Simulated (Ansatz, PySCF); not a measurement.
Gas-phase reaction in SMILES: OB(O)Cl → O[B]O + Cl atom (the B-Cl bond at the site shown breaks; other sites are not compared here)
Structures are relaxed separately at B3LYP-D3(BJ)/def2-TZVP in Ansatz (a first-principles code), one conformer each, not searched for the lowest. Frequencies are from Ansatz or PySCF.
Geometry of the first species:
```
B
O 1 1.3603
H 2 0.9621 1 116.06
O 1 1.3603 2 126.47 3 0.00
H 4 0.9621 1 116.06 2 0.00
Cl 1 1.7695 2 116.76 3 -180.00
```

Wanted: bond dissociation energy (enthalpy at 298 K, with B3LYP-D3(BJ) rigid-rotor harmonic-oscillator terms), in kcal/mol. Correlated levels leave the core frozen unless marked. Open shells are spin-unrestricted. No spin-orbit coupling. Non-relativistic unless marked X2C. CBS(X,Y): correlation extrapolated as X^-3; Hartree-Fock from the larger set. [CCSD(T)-MP2]/basis is that difference in the basis named.

```csv
level,program,bond dissociation energy (kcal/mol)
PBE/def2-TZVPD,Ansatz,120.1
B3LYP-D3(BJ)/def2-TZVPD,Ansatz + dftd3,?
PBE0/def2-TZVP,Ansatz,120.4
PBE0/def2-QZVPP,Ansatz,120.1
r2SCAN0-D4/def2-TZVPD,Ansatz + dftd4,?
M06-2X/def2-TZVPD,PySCF,?
HSE06-D3(BJ)/def2-TZVPD,Ansatz + dftd3,120.9
HSE06/def2-TZVPD,Ansatz,120.2
B2PLYP-D4/def2-TZVPD,Ansatz + dftd4,120.1
PBE-QIDH/def2-TZVPD,Ansatz,123.0
RPA@PBE/cc-pV(Q+d)Z,Ansatz,114.1
X2C-CCSD(T)/cc-pVTZ-DK,Ansatz,120.1
"RI-MP2/CBS(aug-cc-pV(T+d)Z,aug-cc-pV(Q+d)Z)+[CCSD(T)-MP2]/aug-cc-pV(T+d)Z",Ansatz,?
```

**Question.** What belongs in the gaps?

**Answer.** 
- B3LYP-D3(BJ)/def2-TZVPD, bond dissociation energy (kcal/mol): 117.9
- r2SCAN0-D4/def2-TZVPD, bond dissociation energy (kcal/mol): 118.9
- M06-2X/def2-TZVPD, bond dissociation energy (kcal/mol): 120.8
- RI-MP2/CBS(aug-cc-pV(T+d)Z,aug-cc-pV(Q+d)Z)+[CCSD(T)-MP2]/aug-cc-pV(T+d)Z, bond dissociation energy (kcal/mol): 124.0
